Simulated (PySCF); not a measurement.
## Pt³⁺ (platinum, charge +3): B3LYP calculation

Configuration: [Xe] 4f14 5d7, high-spin 4F determinant. All numbers are calculated (PySCF 2.14, the spin-free X2C one-electron Hamiltonian (Gaussian nucleus), in ANO-RCC-VTZP (8s7p5d3f1g, 84 functions)).

```json
{
  "Total energy": "-18413.33 hartree",
  "One-electron energy": "-25146.52 hartree",
  "Hartree (Coulomb) energy": "7094.09 hartree",
  "Exchange-correlation energy": "-360.89 hartree",
  "⟨S²⟩": "3.7513",
  "⟨L²⟩": "12.009",
  "Sum of ⟨r⟩": "38.01 bohr",
  "Sum of ⟨r²⟩": "37.53 bohr²",
  "Langevin diamagnetic susceptibility": "-29.7 ×10⁻⁶ cm³/mol",
  "Time after the integrals": "roughly 6 core-seconds"
}
```

```csv
shell,electrons,mean orbital energy (hartree),spread (hartree),"rms radius, mean of both spins (bohr)"
1s β,1,-2877.43346,0,0.0194
1s α,1,-2877.43328,0,0.0194
2s α,1,-507.76039,0,0.0782
2s β,1,-507.75090,0,0.0782
2p α,3,-442.18057,0,0.0715
2p β,3,-442.17217,0,0.0715
3s α,1,-120.83415,0,0.200
3s β,1,-120.83081,0,0.200
3p α,3,-101.56004,0,0.202
3p β,3,-101.55624,0,0.202
3d α,5,-79.76307,0.00414,0.184
3d β,5,-79.75565,0.00285,0.184
4s α,1,-27.25976,0,0.441
4s β,1,-27.24930,0,0.441
4p α,3,-20.87558,0,0.470
4p β,3,-20.86527,0,0.470
4d α,5,-12.87344,0.01105,0.503
4d β,5,-12.86008,0.00213,0.503
5s α,1,-5.20471,0,1.01
5s β,1,-5.12669,0,1.01
4f α,7,-4.06437,0.01490,0.568
4f β,7,-4.04943,0.00189,0.568
5p α,3,-3.50255,0,1.16
5p β,3,-3.40139,0,1.16
5d α,5,-1.51475,0.03230,1.60
5d β,2,-1.44814,0,1.60
```

Spin-orbit coupling, absent here, splits the open shell strongly.

Densities and radii are taken from the X2C orbitals without a picture-change correction, which distorts them close to the nucleus.
